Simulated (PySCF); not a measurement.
ClTe (SMILES Cl[Te+]), charge +1, singlet, geometry from GFN2-xTB (core potentials on Te); PySCF with DF-TPSS/def2-TZVPD.

Input for PySCF:
```python
from pyscf import gto, scf, dft
import numpy

mol = gto.Mole()
mol.atom = '''
    Te   -0.00000000   -0.00000000   -0.54662571
    Cl    0.00000000    0.00000000    1.67203160
'''
mol.basis = 'def2-tzvpd'
mol.ecp = {'Te': 'def2-tzvpd'}
mol.charge = 1
mol.verbose = 4
mol.build()
print('smallest overlap eigenvalue', numpy.linalg.eigvalsh(mol.intor('int1e_ovlp'))[0])

mf = dft.RKS(mol)
mf.xc = 'tpss'
mf = mf.density_fit(auxbasis='def2-universal-jkfit')
mf.kernel()
```

Write the output that PySCF gives for this input, abridged.


```
PySCF version 2.14.0

[INPUT] verbose = 4
[INPUT] num. atoms = 2
[INPUT] num. electrons = 40
[INPUT] charge = 1
[INPUT] spin (= nelec alpha-beta = 2S) = 0
[INPUT] symmetry False subgroup None
[INPUT] Mole.unit = angstrom
[INPUT] Symbol           X                Y                Z      unit          X                Y                Z       unit  Magmom
[...]
nuclear repulsion = 97.313046535952
number of shells = 35
number of NR pGTOs = 173
number of NR cGTOs = 105
basis = def2-tzvpd
ecp = {'Te': 'def2-tzvpd'}
smallest overlap eigenvalue 0.0016371094205283117

******** <class 'pyscf.df.df_jk.DFRKS'> ********
method = DFRKS
initial guess = minao
damping factor = 0
level_shift factor = 0
DIIS = <class 'pyscf.scf.diis.CDIIS'>
diis_start_cycle = 1
diis_space = 8
diis_damp = 0
SCF conv_tol = 1e-09
SCF conv_tol_grad = None
SCF max_cycles = 50
direct_scf = False
XC library pyscf.dft.libxc version 7.1.2
    S. Lehtola, C. Steigemann, M. J. T. Oliveira, and M. A. L. Marques,  SoftwareX 7, 1–5 (2018)
XC functionals = tpss
    J. Tao, J. P. Perdew, V. N. Staroverov, and G. E. Scuseria,  Phys. Rev. Lett. 91, 146401 (2003)
    J. P. Perdew, J. Tao, V. N. Staroverov, and G. E. Scuseria,  J. Chem. Phys. 120, 6898 (2004)
    J. Tao, J. P. Perdew, V. N. Staroverov, and G. E. Scuseria,  Phys. Rev. Lett. 91, 146401 (2003)
    J. P. Perdew, J. Tao, V. N. Staroverov, and G. E. Scuseria,  J. Chem. Phys. 120, 6898 (2004)
radial grids:
    Treutler-Ahlrichs [JCP 102, 346 (1995); DOI:10.1063/1.469408] (M4) radial grids

becke partition: Becke, JCP 88, 2547 (1988); DOI:10.1063/1.454033
pruning grids: <function nwchem_prune>
grids dens level: 3
symmetrized grids: False
atomic radii adjust function: <function treutler_atomic_radii_adjust>
small_rho_cutoff = 0
Set gradient conv threshold to 3.16228e-05
Initial guess from minao.
tot grids = 40840
init E= -686.79330911206

WARN: HOMO -0.670766941353689 == LUMO -0.670766941353654

cycle= 1 E= -724.427378776968  delta_E= -37.6  |g|= 3.84  |ddm|= 27.9

WARN: HOMO -0.425469170592952 == LUMO -0.424727375659912

cycle= 2 E= -680.828417722876  delta_E= 43.6  |g|= 15.6  |ddm|= 10.9
[...]
cycle= 3 E= -725.492710058962  delta_E= -44.7  |g|= 3.06  |ddm|= 5.08
[...]
cycle= 4 E= -727.743824762908  delta_E= -2.25  |g|= 0.611  |ddm|= 3.21
[...]
cycle= 5 E= -727.642168178938  delta_E= 0.102  |g|= 0.726  |ddm|= 2.51
[...]
cycle= 6 E= -727.796965346692  delta_E= -0.155  |g|= 0.127  |ddm|= 0.739
[...]
[...]
[...]
cycle= 23 E= -727.794929119099  delta_E= -0.00269  |g|= 0.16  |ddm|= 0.0384
[...]
cycle= 24 E= -727.79070355572  delta_E= 0.00423  |g|= 0.211  |ddm|= 2.38
[...]
cycle= 25 E= -727.792085722804  delta_E= -0.00138  |g|= 0.196  |ddm|= 0.0168

WARN: HOMO -0.459268496988195 == LUMO -0.458976600168934

cycle= 26 E= -727.797724022223  delta_E= -0.00564  |g|= 0.114  |ddm|= 2.35
[...]
cycle= 27 E= -727.796786776844  delta_E= 0.000937  |g|= 0.131  |ddm|= 2.36
[...]
cycle= 28 E= -727.795915582976  delta_E= 0.000871  |g|= 0.144  |ddm|= 2.36

WARN: HOMO -0.458946441862755 == LUMO -0.45846163380765

cycle= 29 E= -727.79759783347  delta_E= -0.00168  |g|= 0.115  |ddm|=  2.3
[...]
cycle= 30 E= -727.793958929877  delta_E= 0.00364  |g|= 0.172  |ddm|= 0.477
[...]
cycle= 31 E= -727.787247610882  delta_E= 0.00671  |g|= 0.246  |ddm|= 2.39
[...]
cycle= 32 E= -727.796944248877  delta_E= -0.0097  |g|= 0.128  |ddm|= 2.38
[...]
cycle= 33 E= -727.795271149308  delta_E= 0.00167  |g|= 0.153  |ddm|= 0.117
[...]
cycle= 34 E= -727.797088037514  delta_E= -0.00182  |g|= 0.123  |ddm|= 0.841
[...]
cycle= 35 E= -727.797119686846  delta_E= -3.16e-05  |g|= 0.122  |ddm|= 0.183
[...]
cycle= 36 E= -727.797032304489  delta_E= 8.74e-05  |g|= 0.123  |ddm|= 0.247
[...]
cycle= 37 E= -727.790963944626  delta_E= 0.00607  |g|= 0.208  |ddm|= 1.88
[...]
cycle= 38 E= -727.791882774401  delta_E= -0.000919  |g|= 0.198  |ddm|= 0.277
[...]
cycle= 39 E= -727.796358946473  delta_E= -0.00448  |g|= 0.136  |ddm|= 0.826
[...]
cycle= 40 E= -727.79588917712  delta_E= 0.00047  |g|= 0.145  |ddm|= 0.578
[...]
cycle= 41 E= -727.794426221139  delta_E= 0.00146  |g|= 0.167  |ddm|= 2.34
[...]
cycle= 42 E= -727.794828602215  delta_E= -0.000402  |g|= 0.16  |ddm|= 0.0302
[...]
cycle= 43 E= -727.794783511568  delta_E= 4.51e-05  |g|= 0.161  |ddm|= 0.112
[...]
cycle= 44 E= -727.796109586963  delta_E= -0.00133  |g|= 0.14  |ddm|= 0.631
[...]
cycle= 45 E= -727.796751858376  delta_E= -0.000642  |g|= 0.131  |ddm|= 2.01
[...]
cycle= 46 E= -727.796882191383  delta_E= -0.00013  |g|= 0.128  |ddm|= 1.61
[...]
cycle= 47 E= -727.792667946999  delta_E= 0.00421  |g|= 0.189  |ddm|= 2.37
[...]
cycle= 48 E= -727.792855535423  delta_E= -0.000188  |g|= 0.187  |ddm|= 0.014
[...]
cycle= 49 E= -727.793549638389  delta_E= -0.000694  |g|= 0.178  |ddm|= 0.17
[...]
cycle= 50 E= -727.793797771228  delta_E= -0.000248  |g|= 0.174  |ddm|= 0.0337
SCF not converged.
SCF energy = -727.793797771228
```

The run did not converge; its last values are not results.
